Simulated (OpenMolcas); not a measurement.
## 5s² 5p³ along the 51-electron sequence

```
Program             : OpenMolcas
Method              : RASSCF
Basis               : ANO-RCC-VQZP
Scalar Hamiltonian  : DKH2, point nucleus
Spin-orbit coupling : RASSI with atomic mean-field integrals over the reference wave functions, term energies averaged over their components
```

Active space for each ion: 3 electrons in 9 orbitals (RAS2 5p; RAS3 5d 6s, at most 1 electron).

Computed levels in cm-1 above ⁴S°_3/2:

| Level | Te+ | I2+ | Xe3+ |
| --- | --- | --- | --- |
| ²D°_3/2 | 14465 | 16022 | 17469 |
| ²D°_5/2 | 16163 | 18659 | 21262 |
| ²P°_1/2 | 26339 | 30171 | 33988 |
| ²P°_3/2 | 28755 | 34053 | 39826 |
| weight of ⁴S° in the lowest level (%) | 97 | 95 | 93 |

Measured, with the error of the calculation in %. Measured levels: Te+ from NIST Handbook of Basic Atomic Spectroscopic Data; Xe3+ from Saloman, J. Phys. Chem. Ref. Data 33, 765 (2004).

```csv
Level,Te+,Xe3+
²D°_3/2,10222 (+41.5),13267 (+31.7)
²D°_5/2,12422 (+30.1),17511 (+21.4)
²P°_1/2,20547 (+28.2),28036 (+21.2)
²P°_3/2,24032 (+19.7),35650 (+11.7)
```

²D°_3/2 changes by a factor of 1.21 over the same range, with steps per unit of Z of +1560, +1450 cm-1.

With the s shell closed, the reference lacks s² → p² mixing. Computed and measured levels are paired by configuration, term and J; levels that our copy of the source lacks, or whose pairing is in doubt (as where it misses far off the trend of its configuration), stay unpaired and out of the deviations. Only configurations of the active space appear.

° marks odd parity.
